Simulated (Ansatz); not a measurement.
Relaxation of the cluster Cd2Te with RKS PBE0-D4/def2-TZVP.

```sh
$ ansatz run in.yaml --threads 4 --pin off --events-out ev --progress --plain --max-ram 3916MiB
```

```yaml
crystal:
  periodic: [false, false, false]
  atoms:
    - {symbol: Cd, position_ang: [-2.518430, -0.012510, 0.874200]}
    - {symbol: Cd, position_ang: [2.518440, 0.010020, -0.872920]}
    - {symbol: Te, position_ang: [-0.000020, 0.002490, -0.001280]}
basis:
  gaussian: {orbitals: def2-TZVP}
hamiltonian: {xc: pbe0, dispersion: d4}
scf: {lower_state_search: "off"}
output: {orbitals: {seedname: orbitals}}
relax: {f_tol: 0.02, max_steps: 100}
```

Run time 6.5 s (4 threads of Arm Neoverse V1 on a shared host).

Positions (Å) and forces (eV/Å) at steps 1, 3 of 3:

```xyz
3
step=1 energy=-16424.6973 eV
Cd   -2.518   -0.013    0.874   -0.311   -0.001    0.108
Cd    2.518    0.010   -0.873    0.316    0.001   -0.110
Te    0.000    0.002   -0.001   -0.005    0.000    0.002
3
step=3 energy=-16424.7145 eV
Cd   -2.568   -0.012    0.891   -0.003    0.000    0.001
Cd    2.569    0.011   -0.891    0.003    0.000   -0.001
Te    0.000    0.002   -0.001   -0.001   -0.001    0.000
```

In the def2 sets Cd, Te take a core potential; there is no spin–orbit coupling. At PBE0-D4/def2-TZVP a triplet of charge 0 lies 0.10 eV below the restricted singlet, each at its own geometry. The structure comes from a short search, and lower isomers may exist.
